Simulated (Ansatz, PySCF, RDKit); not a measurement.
Dimer: CH4 (SMILES C) (first 5 atoms) with SO2 (SMILES O=S=O); geometry from B3LYP-D3(BJ)/def2-TZVP.
(charge 0, multiplicity 1):
```xyz
8

C     -0.00757     0.05998    -0.05706
H     -0.09634     1.05433     0.37837
H     -0.78962    -0.58606     0.33943
H     -0.11048     0.12919    -1.13877
H      0.97088    -0.35944     0.17915
O      0.16510     1.20925     3.47305
S      0.40660    -0.20338     3.35082
O     -0.71236    -1.10562     3.40262
```

Monomers are frozen at their geometry in the pair; levels with a basis set take the counterpoise correction.

Codes used: Ansatz (Gaussian orbitals); PySCF for the dispersion terms; RDKit for the force fields. Each number belongs to the level named beside it.

**Question.** One of these levels gives 0.53 kcal/mol for the interaction energy. Name it.
A) BHLYP/def2-TZVPPD
B) BLYP-D4/def2-TZVPPD
C) MMFF94
D) PBE-D3(BJ)/def2-TZVPPD

**Answer.** C, MMFF94. The others give -1.35 (PBE-D3(BJ)/def2-TZVPPD), -0.95 (BLYP-D4/def2-TZVPPD), -0.09 (BHLYP/def2-TZVPPD)

Ansatz is a quantum-chemistry and plane-wave program.
